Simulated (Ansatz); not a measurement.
`[F][AlH][SbH2]` + `CSCF` → `F[CH2][AlH][F]` + `C[S][SbH2]` at 700 K and 1 bar (formal exchange of groups at the Al–Sb bond).

Isolated molecules relaxed with PBE0-D4/def2-TZVP in Ansatz; ΔE leaves out vibrations. CCSD(T)/CBS is the MP2 limit (def2-TZVPP, def2-QZVPP) plus CCSD(T) − MP2 in def2-TZVPP, frozen cores. Elements past krypton have def2 core potentials. For Sb outer-core shells are correlated without core-valence functions, which leaves a few kJ/mol of doubt a bond. One conformer a species, not always the lowest.

| species | CCSD(T)/CBS energy (Eh) | H − E (kJ/mol) | S (J/(mol·K)) |
| --- | --- | --- | --- |
| `[F][AlH][SbH2]` | -583.69641 | 116.9 | 415.5 |
| `CSCF` | -576.66859 | 241.2 | 398.2 |
| `F[CH2][AlH][F]` | -481.50843 | 157.9 | 401.9 |
| `C[S][SbH2]` | -678.84952 | 198.4 | 427.7 |

H − E and S are ideal-gas, rigid-rotor, harmonic terms from PBE0-D4/def2-TZVP, for one conformer and one mirror image of each species. 1 Eh = 2625.50 kJ/mol, R = 8.31446 J/(mol·K).

Question: By hand: ΔE, ΔH, ΔS and ΔG.

Answer: ΔE = (-481.50843) + (-678.84952) − (-583.69641) − (-576.66859) = 0.00705 Eh = 18.5 kJ/mol. Δ(H − E) = 157.9 + 198.4 − 116.9 − 241.2 = -1.8, so ΔH = 16.7 kJ/mol. ΔS = 401.9 + 427.7 − 415.5 − 398.2 = 15.9 J/(mol·K). ΔG = 16.7 − 700 × (15.9)/1000 = 5.6 kJ/mol.

Question: By hand: the equilibrium constant, and the temperature at which ΔG would vanish if ΔH and ΔS stayed fixed.

Answer: log₁₀ K = −ΔG/(RT ln 10) = -0.4. ΔG = 0 at ΔH/ΔS = 1050 K, though so small a ΔS makes that figure unsure.

TΔS isn't small against ΔH here. The sign of ΔG lies within the doubt. A doubt of 5 kJ/mol in ΔE shifts log₁₀ K by 0.4 here. Other conformers and mirror images would add mixing entropy, several J/(mol·K) or more a flexible species. Modes under 60 cm⁻¹, often nearly free rotors, make the harmonic entropy too high. These are equilibria of isolated gas molecules and say nothing of rates. Largest T1 diagnostic: 0.014 (customary marks: 0.02 for closed shells, 0.045 for open ones).
